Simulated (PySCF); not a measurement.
A calculated (TPSS, PySCF 2.14, def2-TZVP, the non-relativistic Hamiltonian (point nucleus)) atom or ion has these occupied shells.

```
shell  electrons  orbital energy (eV)  rms radius, mean of both spins (bohr)
 1s α          1              -2432.5                                  0.113
 1s β          1              -2432.1                                  0.113
 2s α          1              -237.81                                  0.522
 2s β          1              -237.50                                  0.522
 2p α          3              -182.90                                  0.494
 2p β          3              -182.43                                  0.494
 3s α          1              -40.599                                   1.70
 3s β          1              -37.641                                   1.70
 3p α          2              -29.200                                   1.89
```

Q: Name the element and its charge.

A: S²⁺ (sulfur, charge +2), in [Ne] 3s2 3p2, high-spin 3P determinant.
